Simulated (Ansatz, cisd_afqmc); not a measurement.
System: AlH₄, charge -1, singlet. AlH4- (SMILES [AlH4-]).
B3LYP-D3(BJ)/def2-TZVP minimum from Ansatz (a program for electronic structure):
```
Al
H 1 1.6408
H 1 1.6408 2 109.47
H 1 1.6408 2 109.47 3 -120.00
H 1 1.6408 2 109.47 3 120.00
```
Charge -1, spin multiplicity 1.

Total energies in aug-cc-pV(D+d)Z, 8 correlated electrons, 5 frozen orbitals. Radicals and triplets start from unrestricted determinants; spin-orbit coupling is neglected. Cores are frozen in correlated methods. No relativity. The Monte Carlo rows (phaseless AFQMC, CISD trial, step 0.005/hartree) carry one-sigma bars that omit the constraint's bias. Outlying blocks are dropped, and bars are widened where a walk drifts. Over all cases where full CI ran beside it in this data, AFQMC minus full CI had a median of +0.1 mEh and passed +0.4 mEh in a tenth of the cases.

| method | program | energy (Eh) | minus CCSDTQ (mEh) |
|---|---|---|---|
| HF | Ansatz | -244.23964 | 149.21 |
| MP2 | Ansatz | -244.35259 | 36.26 |
| CCSD | Ansatz | -244.38576 | 3.09 |
| CCSD(T) | Ansatz | -244.38811 | 0.74 |
| CCSDT(Q) | Ansatz | -244.38884 | 0.01 |
| CCSDTQ | Ansatz | -244.38885 | 0.00 |
| AFQMC/CISD | cisd_afqmc | -244.3888 ± 0.0002 | 0.0 ± 0.2 |

Rough core times of Ansatz's runs on a shared machine: CCSD(T) under 20 s, CCSDT(Q) 20 s, CCSDTQ 9 min.
